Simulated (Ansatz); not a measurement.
Cl$_{2}$H$_{4}$SSi$_{2}$ (`[SiH3]S[SiH](Cl)Cl`). Charge 0, multiplicity 1. The geometry is a stationary point of PBE0-D4/def2-TZVP. It is one conformer, not always the lowest.

```xyz
9

Si   -1.009    1.300   -0.228
S    -1.065   -0.820   -0.593
Si    0.823   -1.413    0.129
Cl    1.058   -0.983    2.113
Cl    2.352   -0.504   -0.876
H     0.094    1.932   -0.987
H    -0.861    1.578    1.219
H    -2.322    1.781   -0.719
H     0.931   -2.870   -0.058
```

Problem. What is the dipole moment at r2SCAN/def2-TZVPP? (Best estimate.)

Solution. The calculation gave: 0.78 D, with components (-0.59, 0.47, -0.18) D in this frame, pointing from negative to positive charge.

Problem. And with PBE, B3LYP, ωB97M-V? (Best estimate.)

Solution. Computed: PBE 0.76 D, B3LYP 0.78 D, ωB97M-V 0.78 D.

Problem. Give the Mulliken charges with r2SCAN, ωB97M-V, PBE in def2-TZVPP. (Best estimate.)

Solution. Computed: 
| atom | r2SCAN | ωB97M-V | PBE |
| --- | --- | --- | --- |
| Si1 | 0.32 | 0.16 | 0.24 |
| S2 | -0.31 | -0.25 | -0.24 |
| Si3 | 0.60 | 0.42 | 0.48 |
| Cl4 | -0.22 | -0.18 | -0.18 |
| Cl5 | -0.22 | -0.18 | -0.18 |
| H6 | -0.04 | 0.00 | -0.02 |
| H7 | -0.04 | 0.00 | -0.02 |
| H8 | -0.05 | 0.00 | -0.03 |
| H9 | -0.05 | 0.01 | -0.03 |

B3LYP here is the variant with VWN-RPA as its local correlation; programs differ in this.
